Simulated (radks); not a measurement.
The numbers below are computed, except where a source is named.
All-electron atom: Tm28+ in [Kr] 4d5 (the NIST ground configuration).

Code: a radial shooting solver on a logarithmic mesh with Libxc functionals. Model: Dirac Kohn-Sham, BLYP, spin-unpolarised, spherical densities, finite nucleus; open shells fill j = l - 1/2 first; Fermi nuclear charge, rms radius 5.2256 fm.

Energy parts (hartree):
part                       energy
total                 -13200.3946
kinetic                14659.4939
electron-nucleus      -31163.3425
Hartree                 3552.5628
exchange-correlation    -249.1088

Orbitals (lengths in bohr, moments of r in powers of bohr; r(max) is where P^2 peaks):
orbital	occ.	eigenvalue (hartree)	r(max)	<r^4>	<1/r>	<r>	small-component weight
1s1/2	2	-2212.193	0.01261	8.083e-07	79.07	0.02001	6.68e-02
2s1/2	2	-403.3921	0.07208	0.0001243	19.05	0.08430	1.50e-02
2p1/2	2	-386.2498	0.05403	0.00007585	19.03	0.07007	1.50e-02
2p3/2	4	-350.2280	0.06035	0.0001046	16.42	0.07746	1.38e-02
3s1/2	2	-118.3904	0.2030	0.004559	7.022	0.2193	4.90e-03
3p1/2	2	-110.9010	0.1907	0.004061	6.938	0.2090	4.84e-03
3p3/2	4	-103.1890	0.2037	0.005120	6.274	0.2224	4.49e-03
3d3/2	4	-90.48373	0.1605	0.003530	6.155	0.1955	4.36e-03
3d5/2	6	-88.79440	0.1641	0.003788	5.993	0.1997	4.26e-03
4s1/2	2	-48.66965	0.4467	0.08016	3.200	0.4613	1.88e-03
4p1/2	2	-45.55029	0.4448	0.08293	3.122	0.4616	1.82e-03
4p3/2	4	-43.37168	0.4674	0.09917	2.906	0.4836	1.72e-03
4d3/2	4	-38.23098	0.4561	0.1025	2.772	0.4798	1.59e-03
4d5/2	1	-37.77631	0.4625	0.1077	2.722	0.4862	1.56e-03

The highest occupied level is 4d5/2 at -1027.9 eV. Summed over all electrons, <r^2> = 4.302 bohr^2, which gives a Langevin (diamagnetic) susceptibility term of -3.41 x 10^-6 cm^3/mol. The density falls to 0.001 e/bohr^3 at r = 1.27 bohr.
